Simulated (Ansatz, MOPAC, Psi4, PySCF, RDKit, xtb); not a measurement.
Noncovalent pair: digermane (SMILES [GeH3][GeH3]) (first 8 atoms) with CH4 (SMILES C); geometry from B3LYP-D3(BJ)/def2-TZVP, rigid monomers moved along the line of their centres of mass till Ge1···C9 is 4.55 Å.
(charge 0, multiplicity 1):
```xyz
13

Ge    -0.1882    -1.4085     0.6535
Ge    -0.3699     0.9892     0.2595
H      0.1695    -2.1320    -0.6575
H     -1.5251    -1.9702     1.1695
H      0.9045    -1.7129     1.6910
H      1.0286     1.6173     0.1209
H     -1.1031     1.6820     1.4201
H     -1.1531     1.2549    -1.0389
C      0.5608     0.4203     4.7561
H     -0.4560     0.3237     4.3784
H      0.9731    -0.5691     4.9474
H      1.1758     0.9323     4.0173
H      0.5497     0.9969     5.6799
```

| level | interaction energy (kcal/mol) | cost |
|---|---|---|
| UFF | -1.01 | - |
| GFN-FF | -0.78 | - |
| AM1 | 0.09 | - |
| PM3 | 0.31 | - |
| PM6 | -0.21 | - |
| PM7 | -0.56 | - |
| GFN1-xTB | -2.81 | - |
| GFN2-xTB | -1.26 | - |
| HF/STO-3G (no counterpoise) | 0.05 | - |
| HF/3-21G (no counterpoise) | -0.31 | - |
| HF/6-31G* | 0.17 | - |
| HF/6-31G* (no counterpoise) | 0.01 | - |
| HF/aug-cc-pVDZ | 0.16 | - |
| PBE/def2-TZVPPD | -0.27 | ×1 |
| PBE-D3(BJ)/def2-TZVPPD | -1.02 | ×1 |
| PBE-D4/def2-TZVPPD | -1.01 | ×1 |
| BP86/6-31G* (no counterpoise) | 0.36 | - |
| r2SCAN/def2-TZVPPD | -0.36 | ×1 |
| r2SCAN-D3(BJ)/def2-TZVPPD | -0.79 | ×1 |
| r2SCAN-D4/def2-TZVPPD | -0.72 | ×1 |
| B3LYP/3-21G (no counterpoise) | -0.32 | - |
| B3LYP/6-31G* | 0.30 | - |
| B3LYP/6-31G* (no counterpoise) | 0.01 | - |
| B3LYP/def2-TZVPPD | 0.28 | ×2 |
| B3LYP-D3(BJ)/def2-TZVPPD | -0.84 | ×2 |
| B3LYP-D4/def2-TZVPPD | -0.76 | ×2 |
| PBE0/def2-TZVPPD | -0.20 | ×2 |
| PBE0-D3(BJ)/def2-TZVPPD | -0.99 | ×2 |
| PBE0-D4/def2-TZVPPD | -0.94 | ×2 |
| M06-2X/6-31G* (no counterpoise) | -0.80 | - |
| wB97X-V/def2-TZVPPD | -0.81 | ×3 |
| wB97M-V/def2-TZVPPD | -0.75 | ×4 |
| MP2/6-31G* | -0.25 | - |
| MP2/6-31G* (no counterpoise) | -0.64 | - |
| MP2/aug-cc-pVDZ | -0.68 | - |
| SCS-MP2/aug-cc-pVDZ | -0.49 | - |
| CCSD/aug-cc-pVDZ | -0.59 | - |
| CCSD(T)/aug-cc-pVDZ | -0.70 | ×10 |
| SAPT0/aug-cc-pVDZ | -0.72 | - |

The rows run from -2.81 (GFN1-xTB) to 0.36 kcal/mol (BP86/6-31G* (no counterpoise)). In aug-cc-pVDZ the value moves HF 0.16, MP2 -0.68, CCSD -0.59, CCSD(T) -0.70, a shift of -0.86 from HF to CCSD(T). The dispersion term adds -0.75 in PBE-D3(BJ), -0.74 in PBE-D4, -0.43 in r2SCAN-D3(BJ). The 6 functionals in def2-TZVPPD without D3 or D4 span 1.10, from wB97X-V to B3LYP.

Interaction energies are E(AB) − E(A) − E(B) at the monomers' geometry in the complex; basis-set methods are counterpoise corrected. Rows marked so take none. RDKit's UFF carries no charges.

Cores are frozen in the correlated methods. Filled d and f shells under p-block atoms count as core. Rows in 3-21G, 6-31G*, STO-3G carry no dispersion term and start afresh at each structure (6-31G* with six Cartesian d functions); the Pople sets are all-electron and without relativity. MP2/6-31G* freezes PySCF's default core, which leaves 3d correlated. The state reached by AM1, PM3, PM6, PM7 isn't checked; PM7 holds dispersion and hydrogen-bond terms.

Codes used: Ansatz (a first-principles code); MOPAC for AM1, PM3, PM6, PM7 (differences of heats of formation); Psi4 for SAPT; PySCF for 3-21G rows, 6-31G* rows, STO-3G rows, the dispersion terms; RDKit for the force fields; xtb for the GFN methods. Each number belongs to the level named beside it.

Costs are rough ratios of core time to PBE/def2-TZVPPD (about 13 s over the structures, on one shared machine); a dash marks a level with no comparable run of its own.
